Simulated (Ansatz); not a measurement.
Born–Oppenheimer molecular dynamics of H6N2OSi (10 atoms, charge 0, multiplicity 1). It starts from a relaxed structure.

These are results of RKS PBE-D4/STO-3G (Ansatz), not measurements.

| Quantity | Value |
| --- | --- |
| ensemble | NVE (velocity Verlet) |
| time step | 0.25 fs |
| steps asked | 250 |
| starting velocities drawn for | 300 K |
| seed | 166381 |

First frame:

```xyz
10
Properties=species:S:1:pos:R:3
Si -0.084 0.104 0.092
H 0.125 0.037 1.539
N 1.577 0.208 -0.591
H 2.176 -0.560 -0.168
H 1.556 -0.054 -1.621
N -1.050 1.558 -0.292
H -1.161 1.602 -1.349
H -0.429 2.400 -0.101
O -1.064 -1.166 -0.555
H -0.607 -2.018 -0.184
```

Question: How far do the bonds stretch over the last three quarters of this one trajectory? (Pairs bonded in most of those frames.)

Answer: 
```tsv
bond	mean (Å)	spread (Å)	shortest	longest
Si1–H2	1.467	0.020	1.44	1.50
Si1–N3	1.801	0.013	1.77	1.83
Si1–N6	1.774	0.012	1.75	1.80
Si1–O9	1.728	0.018	1.70	1.76
N3–H4	1.063	0.018	1.03	1.10
N3–H5	1.065	0.022	1.02	1.10
N6–H7	1.062	0.014	1.04	1.09
N6–H8	1.061	0.020	1.03	1.10
O9–H10	1.038	0.022	1.00	1.07
```

Mean temperature of the second half: 146 K. The conserved energy stayed within 0.062 meV per atom of its start (net change 0.052 meV per atom), so the integration is sound. Over the second half the temperature averaged 0.49 of the 300 K drawn at the start: a run that starts near a minimum puts about half its kinetic energy into the potential. A run of 0.062 ps of so small a system gives no equilibrium averages. Limits of this set-up: minimal basis.

The run took 5.2 min on 1 thread of Arm Neoverse V2, with other jobs on the host, peak memory 0.085 GiB.
